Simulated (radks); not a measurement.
Values are calculated unless marked as measured or tabulated.
Species: the lanthanum ion La+. Configuration: [Xe] 6s2 (not the ground configuration).

Level of theory: Dirac Kohn-Sham, relativistic LDA (MacDonald-Vosko exchange, VWN5 correlation), spin-unpolarised, spherical densities, finite nucleus; Fermi nuclear charge, rms radius 4.855 fm (a radial shooting solver on a logarithmic mesh with Libxc functionals).

Energy parts (eV):
total: -230685.11
kinetic: 246091.72
electron-nucleus: -560621.83
Hartree: 88849.62
exchange-correlation: -5004.62

Orbitals (lengths in bohr, moments of r in powers of bohr):
| orbital | occ. | eigenvalue (eV) | <r> |
|---|---|---|---|
| 1s1/2 | 2 | -38487.45 | 0.02517 |
| 2s1/2 | 2 | -6140.275 | 0.1073 |
| 2p1/2 | 2 | -5799.139 | 0.09013 |
| 2p3/2 | 4 | -5390.248 | 0.09621 |
| 3s1/2 | 2 | -1320.273 | 0.2858 |
| 3p1/2 | 2 | -1175.028 | 0.2754 |
| 3p3/2 | 4 | -1095.306 | 0.2874 |
| 3d3/2 | 4 | -838.6124 | 0.2581 |
| 3d5/2 | 6 | -821.4652 | 0.2618 |
| 4s1/2 | 2 | -272.9248 | 0.6556 |
| 4p1/2 | 2 | -219.3056 | 0.6756 |
| 4p3/2 | 4 | -202.1997 | 0.7028 |
| 4d3/2 | 4 | -113.8033 | 0.7626 |
| 4d5/2 | 6 | -110.8223 | 0.7723 |
| 5s1/2 | 2 | -46.9477 | 1.549 |
| 5p1/2 | 2 | -32.1146 | 1.731 |
| 5p3/2 | 4 | -29.5032 | 1.808 |
| 6s1/2 | 2 | -9.4231 | 3.890 |

The highest occupied level is 6s1/2 at -9.423 eV. The density falls to 0.001 e/bohr^3 at r = 5.11 bohr. The electron density at the nucleus is 3.474e+05 e/bohr^3.
